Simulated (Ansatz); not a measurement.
The cluster Li₇, relaxed as a doublet with UKS PBE/def2-TZVP in Ansatz, starting from the GFN1-xTB geometry. Force threshold 0.02 eV/Å.

Another isomer (doublet) lies 0.12 eV lower at PBE0/def2-TZVP; other spin states weren't run for this one.

Start:

Cartesian coordinates in Å:
```
Li -0.734 -1.785 0.299
Li 0.582 1.798 -0.238
Li 2.265 0.024 0.978
Li -0.033 0.120 1.828
Li 0.959 -0.558 -1.026
Li -1.722 0.752 0.160
Li -1.317 -0.352 -2.001
```

**Question.** Estimate the energy that the relaxation releases and the steps that it takes.

**Answer.** 1.07 eV, in 12 steps; 25 s on 4 threads of Arm Neoverse V1 on a shared host. No frequencies were taken in this run, so the end may be a saddle point.

**Question.** Does the start keep its bonding?

**Answer.** Bonds lost: Li1–Li7 (atoms count from 1). Bonds formed: Li2–Li7 (atoms count from 1). Metal–metal contacts that move far: Li3–Li4 2.45 to 3.03 Å, Li6–Li7 2.46 to 3.03 Å, Li4–Li6 2.46 to 2.99 Å.

**Question.** Predict the relaxed structure.

**Answer.** 
```xyz
7

Li   -1.2387   -2.4126    1.1001
Li    0.4706    1.9485   -0.3248
Li    2.8384    0.3231    0.6298
Li    0.1602    0.1078    2.0205
Li    0.5172   -0.8830   -0.6275
Li   -2.0098    0.2912   -0.0336
Li   -0.7380    0.6250   -2.7646
```
Bond lengths (bridged metal pairs left out): 15 × Li–Li 2.85 to 3.03 Å.
